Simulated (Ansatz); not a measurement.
Species: CH5BO, charge 0, singlet. CH5BO (SMILES O(B)C).
B3LYP-D3(BJ)/def2-TZVP minimum from Ansatz (a quantum-chemistry and plane-wave program):
```xyz
8

B     -0.2957     0.0965     1.2734
H     -1.1833     0.5022     1.9585
H      0.6968    -0.4021     1.7257
O     -0.4472     0.2191    -0.0537
C      0.5349    -0.2233    -0.9864
H      1.3955    -0.6600    -0.4753
H      0.0815    -0.9656    -1.6435
H      0.8560     0.6297    -1.5845
```

Total energies in cc-pVDZ, 18 correlated electrons, 3 frozen orbitals. Open shells are spin-unrestricted; no spin-orbit coupling. Correlated methods leave the cores frozen. No relativity.

| method | program | energy (Eh) | minus CCSDT(Q) (mEh) |
|---|---|---|---|
| HF | Ansatz | -140.35413 | 467.30 |
| MP2 | Ansatz | -140.77188 | 49.56 |
| CCSD | Ansatz | -140.80827 | 13.16 |
| CCSD(T) | Ansatz | -140.81982 | 1.62 |
| CCSDT(Q) | Ansatz | -140.82143 | 0.00 |

Rough core times of Ansatz's runs on a shared machine: CCSD(T) under 20 s, CCSDT(Q) 3 min.
